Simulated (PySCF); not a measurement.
`C=CS(=O)(=O)OC`: 4 charge schemes on one density

Compound: C3H6O3S.
Z-matrix (Å and degrees, PBE0-D3(BJ)/def2-TZVP geometry), rows numbered from 1:
```
C 
C   1  1.3212
S   2  1.7513  1  120.82
O   3  1.4290  2  107.57  1  -133.86
O   3  1.4217  2  109.48  1     0.42
O   3  1.5857  2  102.73  1   111.57
C   6  1.4298  3  118.42  2    79.04
H   1  1.0837  2  120.89  3   177.66
H   1  1.0837  2  120.65  3    -1.90
H   2  1.0839  1  124.20  3  -176.65
H   7  1.0878  6  105.54  3   167.50
H   7  1.0926  6  110.61  3   -74.29
H   7  1.0892  6  110.48  3    48.15
```

Density: PBE0/pcSseg-2 (PySCF); schemes: Mulliken, IAO, Hirshfeld and ESP-fitted. Isolated species at its PBE0-D3(BJ)/def2-TZVP geometry (one conformer only).

Question: What partial charge does each atom carry?

Answer: In e:

| atom | environment | Mulliken | IAO | Hirshfeld | ESP-fitted |
| --- | --- | --- | --- | --- | --- |
| C1 | terminal =CH2 carbon | -0.024 | -0.255 | -0.057 | -0.301 |
| C2 | alkene CH carbon | -0.191 | -0.421 | -0.072 | -0.280 |
| S3 | sulfonyl sulfur | +0.969 | +2.266 | +0.516 | +1.098 |
| O4 | sulfonyl oxygen | -0.474 | -0.901 | -0.294 | -0.511 |
| O5 | sulfonyl oxygen | -0.472 | -0.888 | -0.288 | -0.501 |
| O6 | oxygen bonded to C and S | -0.373 | -0.605 | -0.132 | -0.286 |
| C7 | methoxy carbon | +0.122 | -0.228 | -0.041 | -0.212 |
| H8 | vinylic hydrogen | +0.073 | +0.175 | +0.071 | +0.192 |
| H9 | vinylic hydrogen | +0.101 | +0.188 | +0.065 | +0.204 |
| H10 | vinylic hydrogen | +0.098 | +0.178 | +0.066 | +0.196 |
| H11 | methyl hydrogen | +0.060 | +0.178 | +0.066 | +0.159 |
| H12 | methyl hydrogen | +0.034 | +0.143 | +0.049 | +0.102 |
| H13 | methyl hydrogen | +0.076 | +0.169 | +0.051 | +0.139 |

Mean size of the charges over all atoms: IAO 0.507 e, ESP-fitted 0.322 e, Mulliken 0.236 e, Hirshfeld 0.136 e. Each set sums to the total charge, 0, to within 0.001 e. The ESP scheme fits charges at the nuclei, held to the total charge, to the electrostatic potential on points at 1.4 to 2.0 times the van der Waals radii.

Lowest charge. All schemes agree: Mulliken O4 (-0.474); IAO O4 (-0.901); Hirshfeld O4 (-0.294); ESP-fitted O4 (-0.511).

Highest charge. All schemes agree: Mulliken S3 (+0.969); IAO S3 (+2.266); Hirshfeld S3 (+0.516); ESP-fitted S3 (+1.098).

Question: How closely do the schemes follow one another over all atoms?

Answer: Correlation coefficient and root-mean-square difference: IAO with Hirshfeld 0.98, 0.574 e; IAO with ESP-fitted 0.98, 0.371 e; Hirshfeld with ESP-fitted 0.98, 0.225 e; Mulliken with Hirshfeld 0.97, 0.170 e; Mulliken with IAO 0.97, 0.428 e; Mulliken with ESP-fitted 0.94, 0.146 e.

Question: How many electrons does the Hirshfeld scheme count on C1?

Answer: Z − q = 6 − (-0.057) ≈ 6.056.

Question: Sum the charges by element, for elements with more than one atom.

Answer: 
| element | atoms | Mulliken | IAO | Hirshfeld | ESP-fitted |
| --- | --- | --- | --- | --- | --- |
| C | 3 | -0.092 | -0.903 | -0.170 | -0.793 |
| O | 3 | -1.319 | -2.394 | -0.714 | -1.298 |
| H | 6 | +0.442 | +1.032 | +0.368 | +0.993 |
